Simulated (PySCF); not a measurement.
SMILES CO[SiH](OC)OC, GFN2-xTB optimised geometry.

```
17

C      0.67    -1.82    -0.44
O      1.03    -0.66     0.26
Si     0.53     0.86     0.00
O     -1.08     0.86     0.00
C     -1.95     1.96     0.00
O      1.03     1.76     1.24
C      2.33     1.89     1.75
H     -0.41    -1.86    -0.59
H      1.16    -1.84    -1.42
H      0.99    -2.68     0.14
H      1.06     1.37    -1.27
H     -1.65     2.68     0.77
H     -1.93     2.45    -0.97
H     -2.95     1.59     0.20
H      2.78     0.91     1.91
H      2.95     2.46     1.06
H      2.26     2.43     2.70
```

Density from PySCF with CAM-B3LYP/def2-SVP at that geometry.

Minimum of the electron density along straight lines between bonded atoms, close to the bond critical point (lines longer than 1.1 times the sum of covalent radii, or with two minima, are not listed):

```json
[
 {"bond": "C1–O2", "length / Å": "1.399", "ρ at the minimum / e bohr⁻³": "0.255", "∇²ρ there / e bohr⁻⁵": "-0.29", "position (fraction from the first atom)": "0.34"},
 {"bond": "O2–Si3", "length / Å": "1.617", "ρ at the minimum / e bohr⁻³": "0.133", "∇²ρ there / e bohr⁻⁵": "1.13", "position (fraction from the first atom)": "0.59"},
 {"bond": "Si3–O4", "length / Å": "1.617", "ρ at the minimum / e bohr⁻³": "0.133", "∇²ρ there / e bohr⁻⁵": "1.13", "position (fraction from the first atom)": "0.41"},
 {"bond": "O4–C5", "length / Å": "1.398", "ρ at the minimum / e bohr⁻³": "0.255", "∇²ρ there / e bohr⁻⁵": "-0.29", "position (fraction from the first atom)": "0.66"},
 {"bond": "Si3–O6", "length / Å": "1.617", "ρ at the minimum / e bohr⁻³": "0.133", "∇²ρ there / e bohr⁻⁵": "1.13", "position (fraction from the first atom)": "0.41"},
 {"bond": "O6–C7", "length / Å": "1.398", "ρ at the minimum / e bohr⁻³": "0.255", "∇²ρ there / e bohr⁻⁵": "-0.29", "position (fraction from the first atom)": "0.66"},
 {"bond": "C1–H8", "length / Å": "1.091", "ρ at the minimum / e bohr⁻³": "0.284", "∇²ρ there / e bohr⁻⁵": "-1.10", "position (fraction from the first atom)": "0.64"},
 {"bond": "C1–H9", "length / Å": "1.093", "ρ at the minimum / e bohr⁻³": "0.282", "∇²ρ there / e bohr⁻⁵": "-1.08", "position (fraction from the first atom)": "0.64"},
 {"bond": "C1–H10", "length / Å": "1.091", "ρ at the minimum / e bohr⁻³": "0.284", "∇²ρ there / e bohr⁻⁵": "-1.10", "position (fraction from the first atom)": "0.64"},
 {"bond": "Si3–H11", "length / Å": "1.466", "ρ at the minimum / e bohr⁻³": "0.119", "∇²ρ there / e bohr⁻⁵": "0.33", "position (fraction from the first atom)": "0.49"},
 {"bond": "C5–H12", "length / Å": "1.091", "ρ at the minimum / e bohr⁻³": "0.284", "∇²ρ there / e bohr⁻⁵": "-1.10", "position (fraction from the first atom)": "0.64"},
 {"bond": "C5–H13", "length / Å": "1.093", "ρ at the minimum / e bohr⁻³": "0.282", "∇²ρ there / e bohr⁻⁵": "-1.08", "position (fraction from the first atom)": "0.64"},
 {"bond": "C5–H14", "length / Å": "1.091", "ρ at the minimum / e bohr⁻³": "0.284", "∇²ρ there / e bohr⁻⁵": "-1.10", "position (fraction from the first atom)": "0.64"},
 {"bond": "C7–H15", "length / Å": "1.091", "ρ at the minimum / e bohr⁻³": "0.284", "∇²ρ there / e bohr⁻⁵": "-1.10", "position (fraction from the first atom)": "0.64"},
 {"bond": "C7–H16", "length / Å": "1.093", "ρ at the minimum / e bohr⁻³": "0.282", "∇²ρ there / e bohr⁻⁵": "-1.08", "position (fraction from the first atom)": "0.64"},
 {"bond": "C7–H17", "length / Å": "1.091", "ρ at the minimum / e bohr⁻³": "0.284", "∇²ρ there / e bohr⁻⁵": "-1.10", "position (fraction from the first atom)": "0.64"}
]
```
